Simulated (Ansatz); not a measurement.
Question: Name a neutral molecule of Cl, F, Si and H with HOMO energy (B3LYP/def2-TZVPP) between -8.35 and -8.05 eV and LUMO energy (B3LYP/def2-TZVPP) between -1.65 and -1.35 eV (Ansatz, PBE0-D4/def2-TZVP geometry).

Answer: `F[SiH2][SiH](Cl)Cl` (-8.14 eV, -1.36 eV); `F[SiH2][SiH2]Cl` (-8.09 eV, -1.37 eV); `F[Si@H](Cl)[Si@@H](F)Cl` (-8.31 eV, -1.45 eV). Other molecules can fit too; these were computed, each in one conformer that needn't be the lowest.

B3LYP here is the variant with VWN-RPA as its local correlation; programs differ in this.
